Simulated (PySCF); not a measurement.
C10H7N3. Atoms are numbered in the order given.

```xyz
20

C      0.0000     0.0000     2.7811
C      0.0000     1.2107     2.0889
C      0.0000     1.2423     0.6768
N      0.0000     2.4270     0.0254
C      0.0000     2.4167    -1.3088
C      0.0000     1.2542    -2.0789
C      0.0000     0.0000    -1.4247
C      0.0000    -1.2542    -2.0789
C      0.0000    -2.4167    -1.3088
N      0.0000    -2.4270     0.0254
C      0.0000    -1.2423     0.6768
C      0.0000    -1.2107     2.0889
N      0.0000     0.0000    -0.0183
H      0.0000     0.0000     3.8816
H      0.0000     2.1869     2.5882
H      0.0000     3.4050    -1.8038
H      0.0000     1.2778    -3.1759
H      0.0000    -1.2778    -3.1759
H      0.0000    -3.4050    -1.8038
H      0.0000    -2.1869     2.5882
```

Geometry optimised at PBE-D3(BJ)/def2-SVP.

Level of theory: KT2/pcSseg-1 in PySCF.

GIAO shieldings, no solvent; atoms alike by connectivity are averaged. δ = σ(ref) − σ: ¹³C against TMS (σ = 185.1 ppm); ¹⁵N against NH3 (σ = 266.2 ppm); ¹H against TMS (σ = 31.47 ppm), references at their B3LYP-D3(BJ)/def2-TZVP geometries, non-relativistic.

**Question.** Estimate the chemical shifts. (An estimate is asked for; the answer gives what the named calculation found.)

**Answer.** 
| nucleus | atoms | count | δ (ppm) |
|---|---|---|---|
| ¹³C | C7 | 1 | 159.4 |
| ¹³C | C3, C11 | 2 | 159.2 |
| ¹³C | C5, C9 | 2 | 157.0 |
| ¹³C | C1 | 1 | 140.0 |
| ¹³C | C2, C12 | 2 | 110.7 |
| ¹³C | C6, C8 | 2 | 101.6 |
| ¹⁵N | N4, N10 | 2 | 274.6 |
| ¹⁵N | N13 | 1 | 234.3 |
| ¹H | H14 | 1 | 6.07 |
| ¹H | H16, H19 | 2 | 5.96 |
| ¹H | H15, H20 | 2 | 4.80 |
| ¹H | H17, H18 | 2 | 3.66 |
